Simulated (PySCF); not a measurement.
Molfile (atoms numbered from 1):
```
C5H4O2S
     RDKit          3D

 12 12  0  0  0  0  0  0  0  0999 V2000
    1.8330   -1.4741   -0.6379 O   0  0  0  0  0  0  0  0  0  0  0  0
    1.4930   -0.3631   -0.3169 C   0  0  0  0  0  0  0  0  0  0  0  0
    2.3595    0.6544   -0.1982 O   0  0  0  0  0  0  0  0  0  0  0  0
    0.1045    0.0295   -0.0160 C   0  0  0  0  0  0  0  0  0  0  0  0
   -0.9799   -0.8966   -0.0774 C   0  0  0  0  0  0  0  0  0  0  0  0
   -2.1718   -0.3134    0.2462 C   0  0  0  0  0  0  0  0  0  0  0  0
   -1.9814    1.3569    0.6229 S   0  0  0  0  0  0  0  0  0  0  0  0
   -0.2977    1.2940    0.3510 C   0  0  0  0  0  0  0  0  0  0  0  0
    3.2321    0.2921   -0.4129 H   0  0  0  0  0  0  0  0  0  0  0  0
   -0.8492   -1.9436   -0.3510 H   0  0  0  0  0  0  0  0  0  0  0  0
   -3.1587   -0.7721    0.2857 H   0  0  0  0  0  0  0  0  0  0  0  0
    0.3290    2.1763    0.4680 H   0  0  0  0  0  0  0  0  0  0  0  0
  1  2  2  0
  2  3  1  0
  2  4  1  0
  4  5  1  0
  5  6  2  0
  6  7  1  0
  7  8  1  0
  8  4  2  0
  3  9  1  0
  5 10  1  0
  6 11  1  0
  8 12  1  0
M  END
```

Geometry: PBE0-D3(BJ)/def2-SVP; GIAO absolute shieldings from PySCF 2.14.0 with density-fitted response routines, gas phase, non-relativistic, averaged over equivalent atoms.

At B97-2/pcSseg-1 (163 basis functions, 26 s wall time on 1 thread of an Arm Neoverse N1, shared host):
```
atoms  σ (ppm)
   O1    -68.1
   O3    134.9
   C2     22.4
   C8     45.7
   C4     50.3
   C5     51.0
   C6     53.7
   S7    264.3
  H12    23.47
  H10    23.59
  H11    24.31
   H9    25.74
```

Estimate the result of repeating the calculation with PBE0/aug-cc-pVDZ.

Results:


```
atoms  σ at PBE0/aug-cc-pVDZ  change
   O1                  -34.3   +33.8
   O3                  155.1   +20.2
   C2                   36.1   +13.7
   C8                   59.0   +13.3
   C4                   64.1   +13.8
   C5                   67.3   +16.3
   C6                   67.4   +13.7
   S7                  326.5   +62.2
  H12                  23.09   -0.38
  H10                  23.45   -0.14
  H11                  24.00   -0.31
   H9                  25.85   +0.11
```

The largest change is at S7 (aromatic ring sulfur). Cost: 224 basis functions, 31 s wall time on 1 thread of an Arm Neoverse V1, shared host. The order of the carbon signals is the same at both levels.

The C=O carbon of an acid or of an amide with N–H lies up to 10 ppm further downfield in solution, through hydrogen bonding that the calculation lacks.
